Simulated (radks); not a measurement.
Values are calculated unless marked as measured or tabulated.
Question: Level of theory: non-relativistic Kohn-Sham, LDA (Slater exchange, Perdew-Wang correlation), spin-unpolarised, spherical densities, point nucleus (a radial shooting solver on a logarithmic mesh with Libxc functionals). Response by self-consistent Sternheimer equations with the Hartree and adiabatic LDA kernel. For heavy and open-shell atoms this level of theory can miss by tens of per cent. Rank Fe+, Fe, Fe4+, Fe3+, Fe2+, Fe6+, Fe5+ (NIST ground configurations) by static dipole polarisability, largest first.

Answer: Fe 56.12, Fe+ 25.06, Fe2+ 4.075, Fe3+ 2.008, Fe4+ 1.227, Fe5+ 0.8674, Fe6+ 0.6779 bohr^3.
